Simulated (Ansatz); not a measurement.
Species: CH3BI2, charge 0, multiplicity 1. 
Geometry from a B3LYP-D3(BJ)/def2-TZVP (Ansatz, a first-principles code) optimisation:
```
B
C 1 1.5517
H 2 1.0905 1 112.85
H 2 1.0905 3 109.87 1 -126.89
H 2 1.0980 3 106.73 4 -115.36
I 1 2.1390 2 120.60 3 28.53
I 1 2.1390 2 120.60 3 -153.82
```

Wanted: atomisation energy (electronic, to ground-state atoms), in kcal/mol. Cores are frozen in the correlated levels unless marked. Open shells are spin-unrestricted. Spin-orbit coupling is left out. The frozen core is the preceding noble-gas configuration, with the filled d and f shells of earlier blocks. In def2 rows, elements after Kr have scalar-relativistic effective core potentials. The coupled-cluster limit lacks core correlation, which all-electron functionals hold. CBS marks a two-point X^-3 extrapolation of the correlation energy; Hartree-Fock from the larger set.

```json
[
 {"level": "SVWN5/def2-TZVPD", "program": "Ansatz", "atomisation energy (kcal/mol)": "(withheld)"},
 {"level": "PBE-D4/def2-TZVPD", "program": "Ansatz + dftd4", "atomisation energy (kcal/mol)": "(withheld)"},
 {"level": "revPBE/def2-TZVPD", "program": "Ansatz", "atomisation energy (kcal/mol)": "544.9"},
 {"level": "B3LYP-D3(BJ)/def2-TZVPD", "program": "Ansatz + dftd3", "atomisation energy (kcal/mol)": "(withheld)"},
 {"level": "PBE0/def2-SVP", "program": "Ansatz", "atomisation energy (kcal/mol)": "563.9"},
 {"level": "HSE06-D3(BJ)/def2-TZVPD", "program": "Ansatz + dftd3", "atomisation energy (kcal/mol)": "563.9"},
 {"level": "HSE06-D4/def2-TZVPD", "program": "Ansatz + dftd4", "atomisation energy (kcal/mol)": "563.9"},
 {"level": "B2GP-PLYP/def2-TZVPD", "program": "Ansatz", "atomisation energy (kcal/mol)": "546.2"},
 {"level": "SCS-MP2/def2-SVP", "program": "Ansatz", "atomisation energy (kcal/mol)": "529.0"},
 {"level": "CCSD(T)/CBS(def2-TZVPPD,def2-QZVPPD)", "program": "Ansatz", "atomisation energy (kcal/mol)": "(withheld)"}
]
```

Q: Fill in the missing entries.

A: 
- SVWN5/def2-TZVPD, atomisation energy (kcal/mol): 638.0
- PBE-D4/def2-TZVPD, atomisation energy (kcal/mol): 571.4
- B3LYP-D3(BJ)/def2-TZVPD, atomisation energy (kcal/mol): 555.0
- CCSD(T)/CBS(def2-TZVPPD,def2-QZVPPD), atomisation energy (kcal/mol): 551.9
